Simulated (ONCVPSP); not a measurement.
What one change does to a pseudopotential (manganese (Mn), ONCV)

| Quantity | Value |
| --- | --- |
| Element | Mn |
| Generator | ONCVPSP 4.0.1 |
| Type | optimised norm-conserving Vanderbilt (ONCV) |
| Functional | PBEsol |
| Relativity | non-relativistic |
| Frozen core | [Ar] |
| Valence charge | 7 |
| Reference configuration | 3d5 4s2 |
| Partial waves | 4s: rc 1.90 bohr, ncon 3, nbas 7, qcut 3.5 1/bohr, 2 projectors, debl 2.1 Ha; p scattering state at 0.4 Ha: rc 1.95 bohr, ncon 3, nbas 7, qcut 4.6 1/bohr, 2 projectors, debl 2.6 Ha; 3d: rc 1.60 bohr, ncon 3, nbas 8, qcut 10.3 1/bohr, 2 projectors, debl 4 Ha |
| Local potential | polynomial inside 1.15 bohr (lpopt 2, dvloc0 1 Ha) |
| Core correction | polynomial model core, fcfact 0.65 |

Change: d: qcut 8.6.

Cutoffs: the cutoffs (Ha) at which the residual kinetic energy of the hardest occupied pseudo-wave falls to 1 and 0.1 mHa per electron; they do not see the model core or the augmentation charge, which bear on the density cutoff. Errors are all-electron minus pseudo energies relative to the spin-unpolarised reference configuration.

Question: How do hardness, ghosts and transferability respond?

Answer: The potential gets softer (38 Ha and 44 Ha → 31 Ha and 35 Ha); of the 4 tests that both files solve, the error grows in 0 and shrinks in 1 by more than 15 % and 0.3 meV (median size 99.3 → 86.5 meV); neither file shows a bound ghost. The waves are optimised to have the least kinetic energy above qcut, so the cutoff follows it (qcut²/2 in Ha).

```tsv
quantity	base	changed
cutoff, loose	38 Ha	31 Ha
cutoff, tight	44 Ha	35 Ha
loose cutoff by channel	s 3.8 Ha, d 38 Ha	s 3.8 Ha, d 31 Ha
bound ghosts	none	none
GHOST(+) flags under 300 eV	s at 50.7 eV, p at 115.2 eV	s at 50.7 eV, p at 115.2 eV
error for 3d5 4s1, meV [ΔE 8.32 eV]	-7.1	-6.1
error for 3d5 4s0, meV [ΔE 23.65 eV]	-43	-38
error for 3d4 4s0, meV [ΔE 56.33 eV]	-155	-136
error for 3d6 4s0, meV [ΔE 6.37 eV]	-199	-163
s: phases at 1.92 bohr within 0.05 rad from the reference energy up to (Ha; the scan ends near 5)	4.3	4.3
p: phases at 1.98 bohr within 0.05 rad from the reference energy up to (Ha; the scan ends near 5)	4.0	4.0
d: phases at 1.63 bohr within 0.05 rad from the reference energy up to (Ha; the scan ends near 5)	to the end of the scan	to the end of the scan
rms error of d²Exc/dni dnj with the model core, mHa	3.18	2.98
```
